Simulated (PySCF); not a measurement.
**Dipole moment and polarisability of `CC1=NN(C)CC1`**

C5H10N2.
Structure used (GFN2-xTB), in Å, numbered top down from 1:
```
atom  x, y, z in Å
C1    -2.4247   -0.3214    0.7351
C2    -1.0471   -0.1571    0.2113
N3    -0.0498   -0.8401    0.6071
N4     1.0596   -0.5536   -0.1235
C5     2.3164   -0.6740    0.5623
C6     0.8312    0.6449   -0.9430
C7    -0.6913    0.8154   -0.9000
H8    -2.7890    0.6218    1.1425
H9    -3.1008   -0.6235   -0.0651
H10   -2.4330   -1.0771    1.5147
H11    3.1141   -0.7858   -0.1725
H12    2.5365    0.1978    1.1957
H13    2.2731   -1.5625    1.1876
H14    1.3507    1.5093   -0.5058
H15    1.2211    0.4757   -1.9484
H16   -1.1644    0.5090   -1.8355
H17   -1.0098    1.8332   -0.6725
```

Level: CAM-B3LYP/def2-SVPD (PySCF), static field, nuclei fixed, core orbitals frozen in the response. The polarisability tensor in these axes (au):

```
x   96.69 -4.29 -0.32
y   -4.29 65.30 -6.53
z   -0.32 -6.53 65.84
```

Q: What are the eigenvalues, a third of the trace, and Δα (Δα² = ½Σ(αi − αj)² over the three pairs)?

A: Principal values 58.74, 71.82 and 97.28 au; mean 75.95 au = 11.25 Å³ = 12.52 × 10⁻⁴⁰ C²·m²/J; Δα = 33.94 au (45 % of the mean).

Q: What is the dipole moment, and where does it point?

A: (-0.17, 1.80, -1.02) D, 2.07 D in size, pointing from the negative to the positive side. Measured along this direction, the outermost atoms are H13 at the negative end and H17 at the positive end.

Q: Refractivity n − 1 of an ideal gas of it at 400 K and 1 atm, from the electronic α?

A: N = p/kT = 1.8347 × 10¹⁹ cm⁻³, so n − 1 = 2π × N × 11.25 × 10⁻²⁴ cm³ = 1297 × 10⁻⁶ at long wavelengths.

Q: Molar refractivity from α?

A: Lorentz–Lorenz: R = (4π/3)N_A α = 2.5225 cm³/(mol·Å³) × 11.25 Å³ = 28.4 cm³/mol, in the limit of long wavelengths.

Q: Find the Langevin capture rate constant for H3O+ (19.018 u) meeting this molecule (98.084 u), k = 2.342 × 10⁻⁹ cm³/s × √(α in Å³ / reduced mass in u).

A: The reduced mass is 15.93 u, so k = 1.97 × 10⁻⁹ cm³/s. The formula leaves out the permanent dipole, which adds to the capture rate.

Q: Traceless (Buckingham) quadrupole moment about the centre of nuclear charge: eigenvalues?

A: -3.33, -1.73, 5.06 D·Å. The values depend on the origin, since the dipole doesn't vanish. The electronic extent ⟨r²⟩ about the same centre is 808 bohr², a root-mean-square distance of 2.05 Å for the 54 electrons.

Q: What depolarisation ratio follows for Rayleigh scattering of linearly polarised light, taking the static tensor?

A: ρ = 3Δα²/(45ᾱ² + 4Δα²) = 3455.6/(259552 + 4607.5) = 0.0131.

One conformer (not necessarily the lowest) at the GFN2-xTB geometry, without solvent, vibrations or thermal averaging.

These values come from a run that also computed excited states. Cost: about 1.8 min of CPU time on one thread; the machine was shared, so the figure is rough.
